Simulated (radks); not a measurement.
Task: The mean radii <r> (bohr) of the occupied orbitals of an atom or ion are listed with their occupations. Calculated with a radial shooting solver on a logarithmic mesh with Libxc functionals: Dirac Kohn-Sham, BLYP, spin-unpolarised, spherical densities, point nucleus.

| orbital | occ. | <r> |
|---|---|---|
| 1s1/2 | 2 | 0.1200 |
| 2s1/2 | 2 | 0.5879 |
| 2p1/2 | 2 | 0.5410 |
| 2p3/2 | 2 | 0.5427 |
| 3s1/2 | 1 | 1.747 |
| 4f5/2 | 2 | 4.785 |

Name the element and its charge. Open shells, if any, fill j = l - 1/2 first.

Result: Z = 13, aluminium, charge +2: Al2+ in [He] 2s2 2p4 3s1 4f2. The 1s radius gives Z: for a bare nucleus <r> = (2 gamma + 1)/(2Z) with gamma = sqrt(1 - (Z/c)^2), 0.115 bohr for Z = 13, and screening makes it slightly larger (0.1200 here). The occupations add up to 11, and the charge is Z minus that.
